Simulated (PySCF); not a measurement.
GeH₃, SMILES [GeH3-], charge -1. Geometry: PBE-D3(BJ)/def2-TZVPD.

Computed equilibrium geometry at PBE-D3(BJ)/def2-TZVPD (PySCF confirms it by a frequency run) as a Z-matrix, and its point group:
point group C3v.
```
Ge
H 1 1.6307
H 1 1.6307 2 91.71
H 1 1.6307 2 91.71 3 91.77
```
Charge -1, spin multiplicity 1.
